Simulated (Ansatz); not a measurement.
Sn(NH2)Me3 (C3H11NSn). Charge 0, multiplicity 1. Geometry PBE0-D4/def2-SVP; atoms count from 1.

```xyz
16

Sn   -0.102   -0.069   -0.035
N    -1.684   -1.145   -0.791
H    -1.402   -2.015   -1.239
H    -2.230   -0.627   -1.478
C    -0.980    1.681    0.848
H    -0.235    2.227    1.444
H    -1.809    1.383    1.505
H    -1.370    2.358    0.074
C     1.352    0.483   -1.535
H     2.177    1.046   -1.073
H     0.888    1.114   -2.307
H     1.769   -0.413   -2.017
C     0.790   -1.337    1.452
H     1.192   -2.252    0.993
H     0.032   -1.620    2.195
H     1.611   -0.814    1.963
```

In the def2 sets Sn takes a core potential; there is no spin–orbit coupling.

Q: Estimate the Mulliken populations from the PBE0/def2-TZVP orbitals of Ansatz.

A: 
```
atom  charge (e)
 Sn1        1.04
  N2       -0.79
  H3        0.23
  H4        0.23
  C5       -0.67
  H6        0.14
  H7        0.15
  H8        0.14
  C9       -0.66
 H10        0.14
 H11        0.14
 H12        0.14
 C13       -0.66
 H14        0.14
 H15        0.15
 H16        0.14
```
Mulliken values depend strongly on the basis.

Q: And the Mayer bond orders between heavy atoms (over 0.3)?

A: Sn1–N2 0.93 (2.06 Å); Sn1–C5 0.88 (2.15 Å); Sn1–C9 0.84 (2.16 Å); Sn1–C13 0.88 (2.15 Å).
